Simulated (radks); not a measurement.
Valence configurations of Hf3+ (all share [Xe]). All-electron calculation, Dirac Kohn-Sham, PBE, spin-unpolarised, spherical densities, point nucleus; open shells are shared between the two j in proportion to 2j + 1. Program: a radial shooting solver on a logarithmic mesh with Libxc functionals. Energies are relative to 4f14 5d1; eigenvalues in eV.

4f14 5d1: E (eV) 0.000; e(4f5/2) -45.043; e(4f7/2) -43.294; e(5d3/2) -27.521; e(5d5/2) -26.825
4f14 5d0.5 6s0.5: E (eV) 0.678; e(4f5/2) -46.653; e(4f7/2) -44.903; e(5d3/2) -28.621; e(5d5/2) -27.899
4f14 6p1: E (eV) 8.413; e(4f5/2) -49.683; e(4f7/2) -47.932; e(6p1/2) -22.105
4f13 6p2: E (eV) 41.310; e(4f5/2) -63.197; e(4f7/2) -61.360; e(6p1/2) -24.563
4f12 5d2.5 6s0.5: E (eV) 48.804; e(4f5/2) -64.321; e(4f7/2) -62.405; e(5d3/2) -32.708; e(5d5/2) -31.791
4f12 5d0.5 6s0.5 6p2: E (eV) 74.324; e(4f5/2) -74.412; e(4f7/2) -72.490; e(5d3/2) -39.772; e(5d5/2) -38.704; e(6p1/2) -25.692
4f13 5d0.5 6s0.5 6p1: E (eV) 31.751; e(4f5/2) -60.068; e(4f7/2) -58.232; e(5d3/2) -34.126; e(5d5/2) -33.235; e(6p1/2) -23.331
4f13 5d2: E (eV) 20.119; e(4f5/2) -53.508; e(4f7/2) -51.677; e(5d3/2) -29.530; e(5d5/2) -28.739
4f14 6s1: E (eV) 1.559; e(4f5/2) -48.310; e(4f7/2) -46.558
4f13 5d1 6s1: E (eV) 22.779; e(4f5/2) -56.941; e(4f7/2) -55.108; e(5d3/2) -31.864; e(5d5/2) -31.018

NIST lists [Xe] 4f14 5d1 as the ground configuration; this level of theory agrees among the configurations tried. The energies are those of spherical spin-averaged densities, not of single terms.
